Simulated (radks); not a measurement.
Spin polarisation of the 4d9 shell in Ag2+. Start: [Kr] 4d(up 4.5, down 4.5); electrons of 4d are moved from spin down to spin up, other shells keep equal spins. Calculated with a radial shooting solver on a logarithmic mesh with Libxc functionals: non-relativistic Kohn-Sham, PBEsol, spin-polarised, spherical densities, point nucleus.

moment (Bohr magnetons)  E - E(0) (eV)  e(4d up) (eV)  e(4d down) (eV)  4p down minus up (eV)  4s down minus up (eV)
0                                0.000        -29.269          -29.269                  0.000                  0.000
0.25                            -0.011        -29.358          -29.179                  0.189                  0.188
0.5                             -0.045        -29.446          -29.086                  0.379                  0.375
0.75                            -0.101        -29.531          -28.991                  0.568                  0.563
1                               -0.180        -29.614          -28.894                  0.758                  0.751

At moment 1 the spin-polarisation energy is -0.180 eV and the 4d exchange splitting 0.720 eV, that is 0.720 eV per Bohr magneton; E = -I m^2/4 would give I = 0.720 eV.
